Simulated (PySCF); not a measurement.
State search for PbS⁺

Unrestricted PBE0; PySCF, scalar-relativistic core potentials, basis sets Pb def2-SVP with ECP60, S def2-SVP. Outer shells of the fragments: Pb+ 5d10 6s2 6p1; S 3s2 3p4.

Followed along the bond (rough minima from three points):

| 2Ms+1 | unpaired | ⟨S²⟩ at the start | R at minimum (Å) | Te (eV) |
| --- | --- | --- | --- | --- |
| 2 | π ↑ | 0.76 | 2.50 | 0.00 |
| 2 | σ ↑ | 0.76 | 2.36 | 0.73 |
| 4 | π ↑↑↑ | 3.76 | none in the scan | ≤ 2.11 |

Solutions found at the starting distance of 2.480 Å, counted from the lowest of them; the search is not exhaustive and high or unbound solutions are not listed, so other states can lie among these:

```
2Ms+1   unpaired   term  E (eV)  ⟨S²⟩  ⟨Lz²⟩  μ (D)
    2        π ↑     ²Π    0.00  0.76   1.02  -1.42
    2        σ ↑    ²Σ⁺    0.83  0.76   0.00  -2.26
    4      π ↑↑↑     ⁴Π    2.66  3.76   1.00   3.11
    4  σ ↑, π ↑↑  mixed    2.88  3.76   2.01   1.33
    4  σ ↑, π ↑↑  mixed    3.08  3.76   2.01   1.20
    2      π ↑↑↓  mixed    3.12  1.76   3.02   3.11
    2  σ ↑, π ↑↓  mixed    3.27  1.76   2.01   1.20
    2  σ ↓, π ↑↑  mixed    3.38  1.76   2.01   1.37
    2  σ ↓, π ↑↑  mixed    3.58  1.76   2.01   1.23
    4  σ ↑, π ↑↑    ⁴Σ⁻    5.06  3.75   0.00   3.31
    4  σ ↑↑, π ↑     ⁴Π    5.18  3.75   1.01   1.77
    2  σ ↓, π ↑↑  mixed    5.37  1.75   0.00   3.27
```

A term symbol is given only where ⟨S²⟩ and ⟨Lz²⟩ are close to those of a pure state; real π, δ and φ orbitals otherwise mix terms. A positive dipole points towards S; it is taken about the centre of mass and depends on that origin.

Task: Compare the gap between the two lowest followed solutions at the starting distance with the gap between their minima.

Result: At PBE0 the second solution (doublet, unpaired electrons σ ↑) lies +0.83 eV from the first (doublet, unpaired electrons π ↑) at 2.480 Å and +0.73 eV at the minima; the two curves relax by different amounts, since their minima lie near 2.36 and 2.50 Å.

These are scalar-relativistic numbers at best; spin–orbit coupling would shift them, the dissociation energy most. Counting both spins, an empty level lies below a filled one in some of these solutions, because spin and occupation are held.
